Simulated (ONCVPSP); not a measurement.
## Before and after: ONCV potential for Sn

* Element: Sn (Z = 50)
* Generator: ONCVPSP 4.0.1
* Type: optimised norm-conserving Vanderbilt (ONCV)
* Functional: PBEsol
* Relativity: scalar-relativistic
* Frozen core: [Ar] 3d10
* Valence charge: 22
* Reference configuration: 4s2 4p6 4d10 5s2 5p2
* Partial waves: 4s+5s: rc 1.60 bohr, ncon 4, nbas 8, qcut 7.5 1/bohr, 3 projectors, debl 1.6 Ha; 4p+5p: rc 1.75 bohr, ncon 4, nbas 7, qcut 9.9 1/bohr, 2 projectors; 4d: rc 1.40 bohr, ncon 4, nbas 8, qcut 9.6 1/bohr, 2 projectors, debl 3.5 Ha
* Local potential: polynomial inside 1.00 bohr (lpopt 1, dvloc0 3 Ha)
* Core correction: none

Change: d: rc 0.98; local potential polynomial inside 0.98 bohr (lpopt 1, dvloc0 3 Ha).

Cutoffs: the cutoffs (Ha) at which the residual kinetic energy of the hardest occupied pseudo-wave falls to 1 and 0.1 mHa per electron; they do not see the model core or the augmentation charge, which bear on the density cutoff. Errors are all-electron minus pseudo energies relative to the spin-unpolarised reference configuration.

**Question.** Predict the effect on cutoff, ghosts and configuration errors.

**Answer.** The potential gets harder (38 Ha and 43 Ha → 45 Ha and 118 Ha); the errors of the 4 common tests hardly move; neither file shows a bound ghost. A smaller radius makes the pseudo-wave follow the all-electron one further in, where it bends more sharply, so more plane waves are needed.

```csv
quantity,base,changed
"cutoff, loose",38 Ha,45 Ha
"cutoff, tight",43 Ha,118 Ha
loose cutoff by channel,"s 19 Ha, p 25 Ha, d 38 Ha","s 19 Ha, p 25 Ha, d 45 Ha"
bound ghosts,none,none
GHOST(+) flags under 300 eV,none,none
"error for 4s2 4p6 4d10 5s2 5p1, meV [ΔE 6.90 eV]",-1.5,-1.5
"error for 4s2 4p6 4d10 5s2 5p0, meV [ΔE 20.87 eV]",-4.8,-4.7
"error for 4s2 4p6 4d10 5s1 5p0, meV [ΔE 51.89 eV]",-14,-14
"error for 4s2 4p6 4d10 5s1 5p3, meV [ΔE 7.01 eV]",-1.5,-1.4
s: phases at 1.63 bohr within 0.05 rad from the reference energy up to (Ha; the scan ends near 5),to the end of the scan,to the end of the scan
p: phases at 1.78 bohr within 0.05 rad from the reference energy up to (Ha; the scan ends near 5),to the end of the scan,to the end of the scan
```
